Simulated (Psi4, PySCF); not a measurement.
The Psi4 input:
```
memory 2 GB

molecule {
0 2
C    -0.15812136    0.84949158    0.00022359
C     0.97259348    1.42818972    0.01535444
Cl   -0.33990486   -0.95740851   -0.00651845
H    -1.13412407    1.30084788   -0.01044600
H     2.02567392    1.30900905    0.02779152
}

set {
  basis def2-svp
  reference uks
  scf_type pk
  puream true
  d_convergence 1e-8
  dft_radial_points 99
  dft_spherical_points 590
}

energy('revpbe')
print_variables()
```

Q: Convert this to an input for PySCF.

A: Several could match; the one computed here: 
```python
from pyscf import gto, scf, dft

mol = gto.Mole()
mol.atom = '''
    C    -0.158121    0.849492    0.000224
    C     0.972593    1.428190    0.015354
    Cl   -0.339905   -0.957409   -0.006518
    H    -1.134124    1.300848   -0.010446
    H     2.025674    1.309009    0.027792
'''
mol.basis = 'def2-svp'
mol.charge = 0
mol.spin = 1
mol.verbose = 4
mol.build()

mf = dft.UKS(mol)
mf.xc = 'revpbe'
mf.grids.atom_grid = (99, 590)
mf.grids.prune = None
mf.kernel()
```

Both were run: Psi4 gave -537.192745 Eh and PySCF -537.192745 Eh, 0.000 mEh apart.
